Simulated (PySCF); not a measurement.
Pb³⁺ (lead, charge +3) across methods

[Xe] 4f14 5d10 6s1, 2S determinant. All numbers are calculated (PySCF 2.14, scalar relativity through the core potential, in aug-cc-pVQZ-PP with ECP60MDF (7s7p5d3f2g, 92 functions)).

```
method  E (hartree)  mean ε 5d α (eV)  mean ε 5d β (eV)  mean ε 6s α (eV)  Σ⟨r²⟩ (bohr²)   ⟨S²⟩
   LDA    -190.5966           -49.663           -49.302           -38.320          32.32  0.750
  PBE0    -190.9082           -51.858           -51.448           -38.843          32.14  0.750
   PBE    -190.9258           -49.545           -49.147           -37.881          32.21  0.750
 B97-3    -190.9619           -51.950           -51.586           -38.674          32.09  0.750
r2SCAN    -190.9880           -50.207           -49.710           -38.117          32.04  0.751
   UHF   -190.01568           -57.608           -57.168           -40.797          32.16  0.751
   M06    -190.9464           -51.868           -51.564           -38.624          32.08  0.750
```

Estimate the same row for MN15.

E (hartree) = -190.5156; mean ε 5d α (eV) = -52.196; mean ε 5d β (eV) = -51.777; mean ε 6s α (eV) = -40.144; Σ⟨r²⟩ (bohr²) = 32.34; ⟨S²⟩ = 0.750.

Energies and moments cover only the electrons outside the core potential. Spin-orbit coupling, which splits the p, d and f shells strongly at this Z, is absent.
